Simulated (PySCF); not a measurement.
**Polarisability and C₆ of I (iodine, neutral)**

[Kr] 4d10 5s2 5p5, 2P determinant. All numbers are calculated (PySCF 2.14, scalar relativity by spin-free X2C-1e, in x2c-TZVPPall with one added diffuse shell each of s, p, d, f type (9s7p5d3f, 76 functions)). Coupled (time-dependent) response in atomic units; α is the mean over directions.

```json
{"method": "UHF", "mean α (bohr³)": "31.18", "α xx, yy, zz": "28.98, 32.27, 32.27", "C₆ (like pair)": "336.3", "S(−4)": "187.7"}
{"method": "PBE", "mean α (bohr³)": "33.84", "α xx, yy, zz": "30.99, 35.26, 35.26", "C₆ (like pair)": "368.6", "S(−4)": "242.8"}
{"method": "PBE0", "mean α (bohr³)": "32.48", "α xx, yy, zz": "29.89, 33.78, 33.78", "C₆ (like pair)": "351.9", "S(−4)": "214.3"}
{"method": "HSE06", "mean α (bohr³)": "32.69", "α xx, yy, zz": "30.05, 34.01, 34.01", "C₆ (like pair)": "354.8", "S(−4)": "217.6"}
```

S(−4) is the Cauchy moment in α(ω) = α(0) + S(−4) ω² + …

Reference α: 32.9 ± 1.3 bohr³ (recommended; Schwerdtfeger and Nagle, table of static dipole polarizabilities (2023 update)). Published C₆: 385.0 (Chu and Dalgarno (2004); Tang, Norbeck and Certain (1976)).

Spin-orbit coupling is absent.

α(iu) at UHF:

```tsv
u (hartree)	α(iu) (bohr³)
0	31.18
0.0500	30.72
0.100	29.43
0.200	25.41
0.300	21.00
0.500	14.10
0.750	9.046
1.00	6.251
1.50	3.558
2.00	2.365
3.00	1.330
5.00	0.6292
```

The components differ because the open shell of this determinant is not spherical; for a pure term their mean is the scalar polarisability.
